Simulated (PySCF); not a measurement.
## How methods differ on the ionisation energy of Ba²⁺

Ba²⁺ [Xe] (1S) → Ba³⁺ [Kr] 4d10 5s2 5p5 (2P), as a difference of total energies. Computed with PySCF 2.14 in def2-TZVP with the def2 core potential (46 electrons), with a scalar-relativistic core potential. Correlated levels: valence: 5s2 frozen. The calculations carry no spin-orbit coupling.

Question: Order these methods by the ionisation energy they give, lowest first.
A. M06-2X
B. UHF
C. MP2 (valence)
D. SCS-MP2 (valence)

Answer: B (36.072 eV), D (36.862 eV), C (36.917 eV), A (37.081 eV).

The reference lies between the lowest fine-structure levels, while these numbers refer to the centres of the terms.

Errors of the correlated levels include the incompleteness of this basis and the frozen core.

For comparison: 35.844 eV (measured; NIST Atomic Spectra Database, ionization energies).
